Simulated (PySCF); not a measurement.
## A small calculation by hand: refractive index and permittivity of the vapour

C₃H₆F₂Si, SMILES FC[SiH2]/C=C\F.

Geometry optimised at ωB97X-D3(BJ)/def2-SVP. The structure was generated by enumeration; whether it is a known compound was not checked. The values are those of a single conformer.

PBE0/def2-TZVP in PySCF gives a mean static polarisability of 62.9 bohr³ and a dipole moment of 2.85 D. Take an ideal gas at 298.15 K and 1 bar, whether or not the substance is that volatile.

Work out n − 1 in the optical limit and the static ε − 1.


Polarisability volume α' = 62.9 × 0.148185 = 9.32 Å³. Number density N = p/kT = 2.43e-5 Å⁻³.
Dilute limit of Lorentz–Lorenz: n − 1 = 2π N α' = 0.0014.
Orientation term of Debye: μ²/(3kT) = 8.098 Å³ × μ²(D²) = 65.77 Å³.
ε − 1 = 4π N (α' + μ²/3kT) = 0.023. Orientation of the dipole supplies 88 % of the static response; it can't follow optical fields. Vibrational polarisation and dispersion are left out.
